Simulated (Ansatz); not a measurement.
BGaH4O can be A, `B[O][GaH2]`, or B, `[BH2][GaH][OH]`.

Calculated with Ansatz (gas phase, PBE0-D4/def2-TZVP geometries, no zero-point term in ΔE). CCSD(T)/CBS is the MP2 limit (def2-TZVPP, def2-QZVPP) plus CCSD(T) − MP2 in def2-TZVPP, frozen cores. DFT in def2-TZVPP. For Ga outer-core shells are correlated without core-valence functions, which leaves a few kJ/mol of doubt a bond. Scalar relativity is left out up to krypton. Each species was taken in one conformer, which may not be the lowest.

A:

```xyz
7

B    -0.468   -1.222    0.713
O    -0.445   -0.149   -0.075
Ga    0.443    1.251   -0.745
H     0.506   -1.539    1.355
H    -1.479   -1.874    0.776
H     0.273    2.567    0.066
H     1.170    0.966   -2.090
```

B:

```xyz
7

B    -0.859   -0.221   -1.060
Ga    0.714    0.434    0.137
O     0.805   -0.083    1.857
H    -1.881    0.394   -1.155
H    -0.791   -1.232   -1.698
H     1.922    1.365   -0.220
H     0.091   -0.657    2.139
```

(1) Which isomer does CCSD(T)/CBS put lower? Give the gap. (An estimate is asked.)

(2) Give E(B) − E(A) in kcal/mol with CCSD(T)/def2-TZVPP, LDA (SPW92), B2PLYP, PBE0-D4, PBE-D4, ωB97M-V, r2SCAN-D4. (Best estimate.)

(3) Does the order hold for the free energy at 298.15 K (harmonic terms from PBE0-D4)? (Estimate.)

Largest T1 diagnostic: 0.016.

## Answers

(1) The calculation gave: A, by 35.2 kcal/mol.

(2) Computed: CCSD(T)/def2-TZVPP 36.8, LDA (SPW92) 37.9, B2PLYP 38.2, PBE0-D4 36.1, PBE-D4 35.2, ωB97M-V 37.8, r2SCAN-D4 37.0. None reverses the order clearly.

(3) Computed: Yes: G(B) − G(A) = +36.9 kcal/mol, for one conformer each.

In def2-TZVPP, CCSD(T) changes the Hartree–Fock value by −4.1 kcal/mol (the triples alone add −0.1 kcal/mol) and MP2 by −3.2 kcal/mol. At CCSD(T), def2-SVP lies +7.7 kcal/mol from the extrapolated value and def2-TZVPP +1.6 kcal/mol.
